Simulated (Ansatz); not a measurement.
Calculation: frozen-core CCSD(T)/cc-pVTZ // B3LYP-D3(BJ)/def2-TZVP in Ansatz (an electronic-structure program). The geometry is that of the parent before the electron was removed.

Ansatz 0.2 input:
```yaml
crystal:
  periodic: [false, false, false]
  atoms:
    - { symbol: C, position_ang: [-1.227883, 0.038661, -0.034926] }
    - { symbol: C, position_ang: [0.073341, -0.66335, -0.27884] }
    - { symbol: C, position_ang: [1.289289, -0.186112, -0.02517] }
    - { symbol: O, position_ang: [1.610871, 1.028955, 0.504652] }
    - { symbol: H, position_ang: [-1.861011, -0.526909, 0.654149] }
    - { symbol: H, position_ang: [-1.106233, 1.036654, 0.394284] }
    - { symbol: H, position_ang: [-1.793382, 0.160258, -0.962809] }
    - { symbol: H, position_ang: [0.026061, -1.658178, -0.703592] }
    - { symbol: H, position_ang: [2.183368, -0.759015, -0.231244] }
    - { symbol: H, position_ang: [0.805578, 1.529036, 0.683494] }
basis:
  gaussian: { orbitals: cc-pVTZ }
correlation:
  method: ccsd_t
total_charge: 1
magnetization:
  spin_polarized: true
  initial_magnetization: 1
```

Output:

```
Functional definition: HF
1169 factors; integrals over basis functions are off by at most 1.1e-3 eV
mean field evaluation 1: about -5212.4349 eV, gradient 3.2e1 eV
mean field evaluation 2: about -5212.4373 eV, gradient 3.2e1 eV
mean field evaluation 4: about -5216.8375 eV, gradient 4.1e0 eV
mean field evaluation 8: about -5216.9662 eV, gradient 2.1e-1 eV
mean field evaluation 16: about -5216.9404 eV, gradient 1.4e0 eV
mean field -5216.96727991 eV, -191.7200113491 hartree, gradient 3.1e-6 eV, S^2 0.763445; 0 other end points of the search recorded, 0 dependent functions left out
4 core orbitals not correlated
reference -5216.96727991 eV, -191.7200113491 hartree; 12, 11 occupied and 188, 189 virtual orbitals, 1169 factors
second order -18.96791046 eV of doubles, -0.00000000 eV of singles
cycle   1  -19.34163465 eV  change   -3.7e-1 eV  update   1.1e-1
cycle   2  -19.81863742 eV  change   -4.8e-1 eV  update   3.4e-2
cycle   3  -19.96338411 eV  change   -1.4e-1 eV  update   2.6e-2
cycle   4  -19.96109752 eV  change    2.3e-3 eV  update   1.2e-2
cycle   5  -19.95745454 eV  change    3.6e-3 eV  update   6.6e-3
cycle   6  -19.96039561 eV  change   -2.9e-3 eV  update   2.3e-3
cycle   7  -19.95997059 eV  change    4.3e-4 eV  update   1.1e-3
cycle   8  -19.96020896 eV  change   -2.4e-4 eV  update   4.6e-4
cycle   9  -19.96036008 eV  change   -1.5e-4 eV  update   2.4e-4
cycle  10  -19.96020989 eV  change    1.5e-4 eV  update   8.9e-5
cycle  11  -19.96028774 eV  change   -7.8e-5 eV  update   5.1e-5
cycle  12  -19.96031050 eV  change   -2.3e-5 eV  update   1.6e-5
cycle  13  -19.96031597 eV  change   -5.5e-6 eV  update   7.5e-6
perturbative correction -0.80833666 eV, -0.0297058245 hartree
Total energy: -5237.73593254 eV, -192.4832452559 hartree
```

Cost: roughly 2.1 core-minutes.
